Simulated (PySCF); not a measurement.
**Radial density of Li⁻ (lithium, charge -1)**

UHF, [He] 2s2, closed-shell 1S. All numbers are calculated (PySCF 2.14, the non-relativistic Hamiltonian (point nucleus), in aug-cc-pCVDZ (5s4p2d, 27 functions)).

```json
{"r (bohr)": "0.00703", "4πr²ρ (e/bohr)": "0.008106"}
{"r (bohr)": "0.0118", "4πr²ρ (e/bohr)": "0.02253"}
{"r (bohr)": "0.0199", "4πr²ρ (e/bohr)": "0.06104"}
{"r (bohr)": "0.0334", "4πr²ρ (e/bohr)": "0.1586"}
{"r (bohr)": "0.0562", "4πr²ρ (e/bohr)": "0.3928"}
{"r (bohr)": "0.0946", "4πr²ρ (e/bohr)": "0.8853"}
{"r (bohr)": "0.159", "4πr²ρ (e/bohr)": "1.723"}
{"r (bohr)": "0.268", "4πr²ρ (e/bohr)": "2.624"}
{"r (bohr)": "0.450", "4πr²ρ (e/bohr)": "2.708"}
{"r (bohr)": "0.757", "4πr²ρ (e/bohr)": "1.503"}
{"r (bohr)": "1.27", "4πr²ρ (e/bohr)": "0.3463"}
{"r (bohr)": "2.14", "4πr²ρ (e/bohr)": "0.2176"}
{"r (bohr)": "3.60", "4πr²ρ (e/bohr)": "0.3379"}
{"r (bohr)": "6.06", "4πr²ρ (e/bohr)": "0.2291"}
{"r (bohr)": "10.2", "4πr²ρ (e/bohr)": "0.06445"}
{"r (bohr)": "17.1", "4πr²ρ (e/bohr)": "0.004218"}
```
